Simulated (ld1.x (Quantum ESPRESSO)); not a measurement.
# Sb (Z = 51): one change to an ultrasoft potential, before and after

ld1.x (Quantum ESPRESSO) 7.5 input, shortened:

```
&input
   title='Sb', zed=51., rel=1, dft='PBE', iswitch=3,
   config='[Kr] 4d10 5s2 5p2'
 /
 &inputp
   pseudotype=3, tm=.true., lloc=-1, rcloc=0.90,
   nlcc=.false.,
   which_augfun='PSQ', rmatch_augfun_nc=.true.
 /
6
5S  1  0   2.00   0.00  1.40  1.90  0.0
5S  1  0   0.00   2.65  1.40  1.90  0.0
5P  2  1   2.00   0.00  1.60  1.95  0.0
5P  2  1   0.00  -0.25  1.60  1.95  0.0
4D  3  2  10.00   0.00  1.10  1.20  0.0
4D  3  2   0.00  -2.70  1.10  1.20  0.0
 &test
   configts(1)='4d10 5s2 5p2'
 /
```

All-electron outer shells of the reference configuration (PBE, scalar-relativistic, ld1.x):

| shell | level (eV) | outermost node (bohr) | outermost maximum (bohr) |
| --- | --- | --- | --- |
| 4p | -110.31 | 0.39 | 0.76 |
| 4d | -42.01 | 0.38 | 0.84 |
| 5s | -20.64 | 0.95 | 1.88 |
| 5p | -11.99 | 1.04 | 2.24 |

Change: waves 5p (bound): rcut 1.60, rcutus 2.62 bohr; 5p channel at -0.25 Ry: rcut 1.60, rcutus 2.62 bohr.

Cutoffs: the cutoffs (Ry, on a coarse ladder) from which the occupation-weighted sum of valence levels, in a spherical-Bessel basis at the reference potential, stays within 10 and 1 mRy of its value at 400 Ry; they do not see the model core or the augmentation charge, which bear on the density cutoff. Errors are all-electron minus pseudo energies relative to the spin-unpolarised reference configuration.

Problem. How do hardness, ghosts and transferability respond?

Solution. The potential gets neither clearly harder nor softer (100 Ry and 180 Ry → 100 Ry and 180 Ry); both files keep a bound ghost (p, s); of the 7 tests that both files solve, the error grows in 1 and shrinks in 4 by more than 15 % and 0.3 meV (median size 2.8 → 3.1 meV).

```csv
quantity,base,changed
"cutoff, loose",100 Ry,100 Ry
"cutoff, tight",180 Ry,180 Ry
bound ghosts,"s, p","p, s"
"error for 4d10 5s2 5p3, meV [ΔE -8.32 eV]",+2.4,+2.6
"error for 4d10 5s2 5p1, meV [ΔE 15.97 eV]",-2.8,-1.8
"error for 4d10 5s2 5p0, meV [ΔE 40.38 eV]",+0.4,+7.0
"error for 4d9 5s2 5p4, meV [ΔE 22.80 eV]",+22,-7.1
"error for 4d10 5s2 5p2.5, meV [ΔE -5.05 eV]",+1.4,+1.5
"error for 4d10 5s0 5p5, meV [ΔE 8.11 eV]",+12,+6.5
"error for 4d10 5s1 5p4, meV [ΔE -0.21 eV]",+4.7,+3.1
lowest overlap eigenvalue by channel,"s 0.26, p 0.53, d 0.95","s 0.26, p 0.07, d 0.95"
```

 A true bound ghost makes a file unfit for plane-wave use even where its test errors are small: the radial tests pick states by their node count and pass the ghost by.
